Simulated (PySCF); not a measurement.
## Electron affinity of Sn by level of theory

Sn⁻ [Kr] 4d10 5s2 5p3 (4S) → Sn [Kr] 4d10 5s2 5p2 (3P), as a difference of total energies. Computed with PySCF 2.14 in aug-cc-pVQZ-PP with ECP28MDF (7s7p5d3f2g, 92 functions), with scalar relativity through the core potential. Correlated levels: valence: 4s2 4p6 4d10 frozen. The calculations carry no spin-orbit coupling.

```
           method  electron affinity (eV)  difference from reference (eV)
              UHF                   0.954                          -0.158
    MP2 (valence)                   1.380                          +0.268
SCS-MP2 (valence)                   1.238                          +0.126
   CCSD (valence)                   1.358                          +0.246
CCSD(T) (valence)                   1.406                          +0.294
```

Reference: 1.112 eV (measured; photodetachment measurements, as compiled on the Wikipedia data page of electron affinities).

The reference lies between the lowest fine-structure levels, while these numbers refer to the centres of the terms.

Errors of the correlated levels include the incompleteness of this basis and the frozen core.
